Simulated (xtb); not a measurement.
xtb input:

```bash
xtb mol.xyz --gfn 1 --sp --chrg 1 --uhf 0
```
mol.xyz:
```
12

Si    -0.01221214     0.16413054     0.10807919
C     -1.81395761     0.46224220     0.16841208
O      0.28904097    -1.34986257    -0.87544436
O      0.88013089     1.10961496    -0.83785997
O      0.70571339    -0.40979320     1.42712305
H     -2.33473218    -0.37264987     0.64004459
H     -2.22231373     0.61162051    -0.83240560
H     -2.02684818     1.36105086     0.75319029
H      0.74102939    -1.24005866    -1.73050326
H      0.73982066     2.04674066    -1.00043829
H      0.52212092    -0.15313890     2.33521873
H      0.63655658    -2.12451906    -0.39923718
```

Predict the final energy.

-21.58007 Eh (GFN1-xTB).

It need not be the lowest isomer of its formula.
